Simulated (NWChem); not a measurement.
The numbers come from NWChem runs, not from measurements. System: H2S2Si, charge 0, spin multiplicity 1, at a geometry optimised with PBE0/def2-SVP. The structure started from a generated list of species. Level: PBE0/6-31G* (spherical d).

The NWChem input:

```
start mol
memory heap 200 mb stack 900 mb global 1100 mb
geometry units angstroms nocenter noautoz
  Si     0.431025     0.912669     0.000000
  S      1.361868    -1.032420     0.000000
  H      0.279173    -1.847340     0.000000
  S     -1.621771     0.255632     0.000000
  H     -2.155077     1.498594     0.000000
  symmetry group Cs
end
basis spherical
  * library 6-31g*
end
dft
  xc pbe0
  semidirect memsize 60000000 filesize 0
  iterations 100
end
task dft energy
```

Part of the output:

```
             Northwest Computational Chemistry Package (NWChem) 7.3.0
             --------------------------------------------------------

                                NWChem Input Module
                                -------------------

 Scaling coordinates for geometry "geometry" by  1.889725989
 (inverse scale =  0.529177249)

 Turning off AUTOSYM since
 SYMMETRY directive was detected!

                             Geometry "geometry" -> ""
                             -------------------------

 Output coordinates in angstroms (scale by  1.889725989 to convert to a.u.)

  No.       Tag          Charge          X              Y              Z
 ---- ---------------- ---------- -------------- -------------- --------------
    1 Si                  14.0000     0.43102500     0.91266900     0.00000000
    2 S                   16.0000     1.36186800    -1.03242000     0.00000000
    3 H                    1.0000     0.27917300    -1.84734000     0.00000000
    4 S                   16.0000    -1.62177100     0.25563200     0.00000000
    5 H                    1.0000    -2.15507700     1.49859400     0.00000000

 Effective nuclear repulsion energy (a.u.)     174.7020719639

            Nuclear Dipole moment (a.u.)
            ----------------------------
        X                 Y               Z
 ---------------- ---------------- ----------------
    -0.0000037795     0.0000226767     0.0000000000

      Symmetry information
      --------------------

 Group name             Cs
 Group number              2
 Group order               2
 No. of unique centers     5

      Symmetry unique atoms

     1    2    3    4    5


 Summary of "ao basis" -> "" (spherical)
 ------------------------------------------------------------------------------
       Tag                 Description            Shells   Functions and Types
 ---------------- ------------------------------  ------  ---------------------
 *                           6-31g*                   on all atoms

                                 NWChem DFT Module
                                 -----------------

 Summary of "ao basis" -> "ao basis" (spherical)
 ------------------------------------------------------------------------------
       Tag                 Description            Shells   Functions and Types
 ---------------- ------------------------------  ------  ---------------------
 Si                          6-31g*                  8       18   4s3p1d
 S                           6-31g*                  8       18   4s3p1d
 H                           6-31g*                  2        2   2s

 Summary of "ao basis" -> "ao basis" (spherical)
 ------------------------------------------------------------------------------
       Tag                 Description            Shells   Functions and Types
 ---------------- ------------------------------  ------  ---------------------
 Si                          6-31g*                  8       18   4s3p1d
 S                           6-31g*                  8       18   4s3p1d
 H                           6-31g*                  2        2   2s

      Symmetry analysis of basis
      --------------------------

        a'         43
        a"         15

            General Information
            -------------------
          SCF calculation type: DFT
          Wavefunction type:  closed shell.
          No. of atoms     :     5
          No. of electrons :    48
           Alpha electrons :    24
            Beta electrons :    24
          Charge           :     0
          Spin multiplicity:     1
          Use of symmetry is: on ; symmetry adaption is: on
          Maximum number of iterations: 100
          AO basis - number of functions:    58
                     number of shells:    28
          Convergence on energy requested:  1.00D-06
          Convergence on density requested:  1.00D-05
          Convergence on gradient requested:  5.00D-04

              XC Information
              --------------
                         PBE0 Method XC Functional
                     Hartree-Fock (Exact) Exchange  0.250
          PerdewBurkeErnzerhof Exchange Functional  0.750
            Perdew 1991 LDA Correlation Functional  1.000 local
           PerdewBurkeErnz. Correlation Functional  1.000 non-local

             Grid Information
             ----------------
          Grid used for XC integration:  medium
          Radial quadrature: Mura-Knowles
          Angular quadrature: Lebedev.
          Tag              B.-S. Rad. Rad. Pts. Rad. Cut. Ang. Pts.
          ---              ---------- --------- --------- ---------
          Si                  1.10       88           8.0       590
          S                   1.00       88          11.0       590
          H                   0.35       45          11.0       434
          Grid pruning is: on
          Number of quadrature shells:   354
          Spatial weights used:  Erf1

          Convergence Information
          -----------------------
          Convergence aids based upon iterative change in
          total energy or number of iterations.
          Levelshifting, if invoked, occurs when the
          HOMO/LUMO gap drops below (HL_TOL):  1.00D-02
          DIIS, if invoked, will attempt to extrapolate
          using up to (NFOCK): 10 stored Fock matrices.

                    Damping( 0%)  Levelshifting(0.5)       DIIS
                  --------------- ------------------- ---------------
          dE  on:    start            ASAP                start
          dE off:    2 iters        100 iters           100 iters

      Screening Tolerance Information
      -------------------------------
          Density screening/tol_rho:  1.00D-10
          AO Gaussian exp screening on grid/accAOfunc:  14
          CD Gaussian exp screening on grid/accCDfunc:  20
          XC Gaussian exp screening on grid/accXCfunc:  20
          Schwarz screening/accCoul:  1.00D-08

      Superposition of Atomic Density Guess
      -------------------------------------

 Sum of atomic energies:       -1084.72513451

      Non-variational initial energy
      ------------------------------

 Total energy =   -1085.342658
 1-e energy   =   -1848.757527
 2-e energy   =     588.712798
 HOMO         =      -0.240636
 LUMO         =      -0.034810

      Symmetry analysis of molecular orbitals - initial
      -------------------------------------------------

  Numbering of irreducible representations:

     1 a'          2 a"

  Orbital symmetries:

     1 a'          2 a'          3 a'          4 a'          5 a'
     6 a'          7 a'          8 a'          9 a'         10 a"
    11 a"         12 a'         13 a'         14 a'         15 a"
    16 a'         17 a'         18 a'         19 a'         20 a'
    21 a"         22 a'         23 a"         24 a'         25 a"
    26 a'         27 a'         28 a'         29 a'         30 a'
    31 a'         32 a'         33 a"         34 a'

------------------------------------------------------------
EAF file 0: "./mol.aoints.0" size=524288 bytes
------------------------------------------------------------
               write      read    awrite     aread      wait
               -----      ----    ------     -----      ----
     calls:        1         0         0         0         0
   data(b): 5.24e+05  0.00e+00  0.00e+00  0.00e+00
   time(s): 0.00e+00  0.00e+00  0.00e+00  0.00e+00  0.00e+00
rate(mb/s): 0.00e+00  0.00e+00
------------------------------------------------------------

   convergence    iter        energy       DeltaE   RMS-Dens  Diis-err    time
 ---------------- ----- ----------------- --------- --------- ---------  ------
 d= 0,ls=0.0,diis     1  -1086.5981805528 -1.26D+03  1.68D-02  2.72D-01     1.1
 d= 0,ls=0.0,diis     2  -1086.6038335665 -5.65D-03  1.08D-02  2.00D-01     1.3
 d= 0,ls=0.0,diis     3  -1086.6385448926 -3.47D-02  3.08D-03  2.04D-02     1.4
 d= 0,ls=0.0,diis     4  -1086.6425311125 -3.99D-03  4.43D-04  5.10D-04     1.5
 d= 0,ls=0.0,diis     5  -1086.6426193507 -8.82D-05  9.89D-05  1.09D-05     1.7
  Resetting Diis
 d= 0,ls=0.0,diis     6  -1086.6426207722 -1.42D-06  4.52D-05  3.93D-06     1.8
 d= 0,ls=0.0,diis     7  -1086.6426214947 -7.22D-07  1.95D-05  2.07D-07     2.0
 d= 0,ls=0.0,diis     8  -1086.6426214729  2.18D-08  1.14D-05  3.25D-07     2.1
 d= 0,ls=0.0,diis     9  -1086.6426215372 -6.43D-08  1.07D-06  2.64D-09     2.3

         Total DFT energy =    -1086.642621537158
      One electron energy =    -1850.427372544689
           Coulomb energy =      661.710312652604
    Exchange-Corr. energy =      -72.627633608943
 Nuclear repulsion energy =      174.702071963870

 Numeric. integr. density =       47.999989870543

     Total iterative time =      1.9s

                  Occupations of the irreducible representations
                  ----------------------------------------------

                     irrep           alpha         beta
                     --------     --------     --------
                     a'               19.0         19.0
                     a"                5.0          5.0

                       DFT Final Molecular Orbital Analysis
                       ------------------------------------

 Vector   22  Occ=2.000000D+00  E=-3.257359D-01  Symmetry=a"
              MO Center= -2.1D-01, -8.0D-02, -2.5D-15, r^2= 3.7D+00
   Bfn.  Coefficient  Atom+Function         Bfn.  Coefficient  Atom+Function
  ----- ------------  ---------------      ----- ------------  ---------------
    47      0.454586  4 S  pz                27      0.394088  2 S  pz
    51      0.265316  4 S  pz                 9      0.247574  1 Si pz
    31      0.223284  2 S  pz                43     -0.174833  4 S  pz
    23     -0.151481  2 S  pz                13      0.109311  1 Si pz
     5     -0.096702  1 Si pz                15     -0.041049  1 Si d -1

 Vector   23  Occ=2.000000D+00  E=-2.842904D-01  Symmetry=a"
              MO Center=  3.8D-02, -4.3D-01,  4.9D-16, r^2= 4.1D+00
   Bfn.  Coefficient  Atom+Function         Bfn.  Coefficient  Atom+Function
  ----- ------------  ---------------      ----- ------------  ---------------
    27      0.520431  2 S  pz                47     -0.469467  4 S  pz
    31      0.327226  2 S  pz                51     -0.296486  4 S  pz
    23     -0.198404  2 S  pz                43      0.178633  4 S  pz
    17     -0.047657  1 Si d  1

 Vector   24  Occ=2.000000D+00  E=-2.657061D-01  Symmetry=a'
              MO Center=  2.4D-01,  8.7D-01,  6.8D-16, r^2= 3.5D+00
   Bfn.  Coefficient  Atom+Function         Bfn.  Coefficient  Atom+Function
  ----- ------------  ---------------      ----- ------------  ---------------
    10      0.502145  1 Si s                  8      0.364147  1 Si py
     6      0.346809  1 Si s                 45     -0.282240  4 S  px
    26     -0.237668  2 S  py                46     -0.201327  4 S  py
    49     -0.198377  4 S  px                 7      0.186673  1 Si px
     2     -0.166372  1 Si s                 28     -0.144797  2 S  s

 Vector   25  Occ=0.000000D+00  E=-8.524942D-02  Symmetry=a"
              MO Center=  3.5D-01,  7.1D-01, -3.2D-15, r^2= 3.5D+00
   Bfn.  Coefficient  Atom+Function         Bfn.  Coefficient  Atom+Function
  ----- ------------  ---------------      ----- ------------  ---------------
    13      0.584216  1 Si pz                 9      0.578491  1 Si pz
    31     -0.269946  2 S  pz                51     -0.266511  4 S  pz
    27     -0.251132  2 S  pz                47     -0.249447  4 S  pz
     5     -0.209138  1 Si pz                23      0.093865  2 S  pz
    43      0.093005  4 S  pz                33      0.040854  2 S  d -1

 Vector   26  Occ=0.000000D+00  E=-1.645556D-02  Symmetry=a'
              MO Center=  3.1D-01,  1.9D-01,  9.8D-16, r^2= 5.2D+00
   Bfn.  Coefficient  Atom+Function         Bfn.  Coefficient  Atom+Function
  ----- ------------  ---------------      ----- ------------  ---------------
    11      0.813065  1 Si px                38      0.764683  3 H  s
    28     -0.589610  2 S  s                 49      0.582879  4 S  px
    48      0.429172  4 S  s                  7      0.382047  1 Si px
    29      0.363292  2 S  px                10     -0.311581  1 Si s
    58      0.305124  5 H  s                 45      0.285209  4 S  px

 Vector   27  Occ=0.000000D+00  E= 1.437434D-02  Symmetry=a'
              MO Center= -1.3D-02,  6.3D-01, -2.2D-14, r^2= 5.6D+00
   Bfn.  Coefficient  Atom+Function         Bfn.  Coefficient  Atom+Function
  ----- ------------  ---------------      ----- ------------  ---------------
    12      0.965696  1 Si py                30      0.774300  2 S  py
    58      0.653705  5 H  s                 28      0.643805  2 S  s
    10     -0.578427  1 Si s                 50     -0.570126  4 S  py
    11     -0.524104  1 Si px                38      0.357911  3 H  s
     8      0.352023  1 Si py                49      0.336817  4 S  px

 center of mass
 --------------
 x =   0.03738820 y =   0.00697419 z =   0.00000000

 moments of inertia (a.u.)
 ------------------
         232.738001045922         182.067354287653           0.000000000000
         182.067354287653         547.477225447675           0.000000000000
           0.000000000000           0.000000000000         780.215226493597

     Multipole analysis of the density
     ---------------------------------

     L   x y z        total         alpha         beta         nuclear
     -   - - -        -----         -----         ----         -------
     0   0 0 0     -0.000000    -24.000000    -24.000000     48.000000

     1   1 0 0     -0.452791     -0.226393     -0.226393     -0.000004
     1   0 1 0      0.295171      0.147574      0.147574      0.000023
     1   0 0 1     -0.000000     -0.000000     -0.000000      0.000000

     2   2 0 0    -31.965580   -157.183494   -157.183494    282.401409
     2   1 1 0     -1.216521     48.257273     48.257273    -97.731067
     2   1 0 1      0.000000      0.000000      0.000000      0.000000
     2   0 2 0    -28.494294    -77.490295    -77.490295    126.486296
     2   0 1 1      0.000000      0.000000      0.000000      0.000000
     2   0 0 2    -30.870127    -15.435064    -15.435064      0.000000

 Task  times  cpu:        2.3s     wall:        2.3s

 Total times  cpu:        2.3s     wall:        2.3s
```
